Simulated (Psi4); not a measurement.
Level of theory: SAPT0/jun-cc-pVDZ, frozen core run with Psi4 1.11.

Psi4 input:

```
molecule {
0 1
B 0.00012944 -0.00051084 -0.00036947
H -1.15076156 -0.07887563 -0.28977270
H 0.41541615 -0.58317174 0.94962623
H 0.73521597 0.66255821 -0.65948406
--
0 1
F -0.53202645 2.13471927 1.55075583
H -0.34622570 1.40005554 1.02122094
units angstrom
symmetry c1
no_reorient
no_com
}
set basis jun-cc-pvdz
set scf_type df
set freeze_core true
energy('sapt0')
```

Part of the output:

```
    SAPT Results
  --------------------------------------------------------------------------------------------------------
    Electrostatics                 18.82959893 [mEh]      11.81575172 [kcal/mol]      49.43710519 [kJ/mol]
      Elst10,r                     18.82959893 [mEh]      11.81575172 [kcal/mol]      49.43710519 [kJ/mol]

    Exchange                        9.65652007 [mEh]       6.05955783 [kcal/mol]      25.35318996 [kJ/mol]
      Exch10                        9.65652007 [mEh]       6.05955783 [kcal/mol]      25.35318996 [kJ/mol]
      Exch10(S^2)                   9.60864835 [mEh]       6.02951787 [kcal/mol]      25.22750278 [kJ/mol]

    Induction                      -6.28285297 [mEh]      -3.94254976 [kcal/mol]     -16.49562819 [kJ/mol]
      Ind20,r                      -7.56025871 [mEh]      -4.74413397 [kcal/mol]     -19.84945651 [kJ/mol]
      Exch-Ind20,r                  2.87073302 [mEh]       1.80141216 [kcal/mol]       7.53710849 [kJ/mol]
      delta HF,r (2)               -1.59332727 [mEh]      -0.99982796 [kcal/mol]      -4.18328017 [kJ/mol]

    Dispersion                     -3.12377476 [mEh]      -1.96019826 [kcal/mol]      -8.20146951 [kJ/mol]
      Disp20                       -3.38317658 [mEh]      -2.12297536 [kcal/mol]      -8.88252889 [kJ/mol]
      Exch-Disp20                   0.25940182 [mEh]       0.16277710 [kcal/mol]       0.68105937 [kJ/mol]
      Disp20 (SS)                  -1.69158829 [mEh]      -1.06148768 [kcal/mol]      -4.44126444 [kJ/mol]
      Disp20 (OS)                  -1.69158829 [mEh]      -1.06148768 [kcal/mol]      -4.44126444 [kJ/mol]
      Exch-Disp20 (SS)              0.12644410 [mEh]       0.07934487 [kcal/mol]       0.33197894 [kJ/mol]
      Exch-Disp20 (OS)              0.13295772 [mEh]       0.08343223 [kcal/mol]       0.34908044 [kJ/mol]

  Total HF                         22.20326604 [mEh]      13.93275979 [kcal/mol]      58.29466696 [kJ/mol]
  Total SAPT0                      19.07949128 [mEh]      11.97256153 [kcal/mol]      50.09319744 [kJ/mol]
```
